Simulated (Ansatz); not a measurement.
C2H7BFNSi can be A, `C=CB(N)[SiH2]F`, or B, `B/C=C\[SiH](N)F`.

Gas-phase electronic energies from Ansatz, PBE0-D4/def2-TZVP geometries. CCSD(T)/CBS adds triple-zeta CCSD(T) − MP2 to the extrapolated MP2 energy (def2 sets, frozen cores). Functionals use def2-TZVPP. B3LYP here is the variant with VWN-RPA as its local correlation; programs differ in this. Each species was taken in one conformer, which may not be the lowest.

Question: Which is lower in electronic energy at CCSD(T)/CBS, and by how much? (Best estimate.)

Answer: Ansatz gave: A, by 9.5 kcal/mol.

Question: Give E(B) − E(A) in kcal/mol with PBE-D4, B3LYP-D4, HF/def2-TZVPP, ωB97M-V, B2PLYP, CCSD(T)/def2-TZVPP, B3LYP. (An estimate is asked.)

Answer: Computed: PBE-D4 14.2, B3LYP-D4 10.8, HF/def2-TZVPP 6.4, ωB97M-V 9.2, B2PLYP 10.2, CCSD(T)/def2-TZVPP 10.2, B3LYP 11.5. None reverses the order clearly.

Largest T1 diagnostic: 0.013.

From PBE to PBE0 (25 % exact exchange), in def2-TZVPP and without D4, E(B) − E(A) moves by −1.8 kcal/mol. In def2-TZVPP, CCSD(T) changes the Hartree–Fock value by +3.8 kcal/mol (the triples alone add +0.5 kcal/mol) and MP2 by +2.4 kcal/mol.
